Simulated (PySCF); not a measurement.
Species: SiH(NMe2)3, C6H19N3Si.
Bonds: Si1–N3, Si1–N12, Si1–N21, N3–C4, N3–C5, N12–C13, N12–C14, N21–C22, N21–C23. Hydrogens: H2 on Si1; H6, H7, H8 on C4; H9, H10, H11 on C5; H15, H16, H17 on C13; H18, H19, H20 on C14; H24, H25, H26 on C22; H27, H28, H29 on C23.

Computed, not measured: PBE0-D3(BJ)/def2-SVP geometry optimisation, gas phase in PySCF 2.14.0.

Entries marked ? are missing. Bonds in one row agree within 0.01 Å.

| coordinate | value |
| --- | --- |
| Si1–H2 | 1.498 Å |
| Si1–N3, Si1–N12, Si1–N21 | ? |
| N3–C4 and 5 like bonds | ? |
| C4–H6 and 11 like bonds | 1.104 Å |
| C4–H8 and 5 like bonds | 1.109 Å |
| N3–Si1–N12 | ? |
| N3–Si1–N21 | ? |
| Si1–N3–C4 | ? |
| Si1–N3–C5 | ? |
| C4–N3–C5 | 115.2° |

Problem. Fill in the missing values.

Solution. 
- Si1–N3, Si1–N12, Si1–N21 = 1.733 Å (ends: silicon bonded to 3 N and H; nitrogen bonded to 2 C and Si); 0.09 Å below the sum of covalent radii, 1.82 Å.
- N3–C4 and 5 like bonds = 1.437 Å (ends: nitrogen bonded to 2 C and Si; carbon bonded to N and 3 H); 0.03 Å below the sum of covalent radii, 1.47 Å.
- N3–Si1–N12 = 110.8°, at the silicon bonded to 3 N and H; the outer atoms are 2.854 Å apart.
- N3–Si1–N21 = 109.7°, at the silicon bonded to 3 N and H; the outer atoms are 2.834 Å apart.
- Si1–N3–C4 = 124.2°, at the nitrogen bonded to 2 C and Si; the outer atoms are 2.805 Å apart.
- Si1–N3–C5 = 120.5°, at the nitrogen bonded to 2 C and Si; the outer atoms are 2.758 Å apart.

Radii are Cordero's, carbon taken as 0.76, 0.73 or 0.69 Å for four, three, and two or fewer neighbours.

No PBE0-D3(BJ)/def2-SVP frequencies stand behind this structure, so it isn't proved a minimum. The numbers are those of one conformer (N12–Si1–N3–C4 -15°, N3–Si1–N12–C13 95°, N3–Si1–N21–C22 163°).

On an AMD EPYC 7R43 with 2 threads (shared host), this took 9.6 min wall, 23 min CPU and 1.6 GiB of memory at its peak. That covers the optimisation of the geometry.
